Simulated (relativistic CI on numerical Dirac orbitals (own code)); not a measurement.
Computed by Dirac-Coulomb-Breit CI, separate exchange-only KLI orbitals for each configuration, model QED (radiative potential, 1s self-energy scaled to tabulated hydrogen-like ionisation energies), unscaled Slater integrals (own radial code, finite nucleus).

Configuration list (outside the closed core 1s2): 2s, 2p, 3s, 3p, 3d, 4s, 4p, 4d, 4f, 5s, 5p, 5d, 5f, 5g, 6s, 6p, 6d. Levels of other configurations are missing.

At this charge energies of transitions that change n are usually good to better than 1 %, and those within a shell (Δn = 0) to a few per cent.

Outline of the computed level scheme of Gd LXII. Lowest level of each configuration: 2s 2S_1/2 at 0.0 eV; 2p 2P°_1/2 at 153.7 eV; 3s 2S_1/2 at 8022.9 eV; 3p 2P°_1/2 at 8064.9 eV; 3d 2D_3/2 at 8310.0 eV; 4s 2S_1/2 at 10780.8 eV; 4p 2P°_1/2 at 10797.9 eV; 4d 2D_3/2 at 10900.8 eV; 4f 2F°_5/2 at 10930.1 eV.

Some strong electric-dipole decays among the lowest 15 levels: 3d 2D_5/2 → 2p 2P°_3/2 (9.5e+14 s⁻¹); 3d 2D_3/2 → 2p 2P°_1/2 (8.7e+14 s⁻¹); 3p 2P°_1/2 → 2s 2S_1/2 (3.8e+14 s⁻¹); 4d 2D_5/2 → 2p 2P°_3/2 (3.1e+14 s⁻¹); 3p 2P°_3/2 → 2s 2S_1/2 (3.0e+14 s⁻¹); 4d 2D_3/2 → 2p 2P°_1/2 (3.0e+14 s⁻¹); 4f 2F°_7/2 → 3d 2D_5/2 (2.0e+14 s⁻¹); 4f 2F°_5/2 → 3d 2D_3/2 (1.9e+14 s⁻¹).
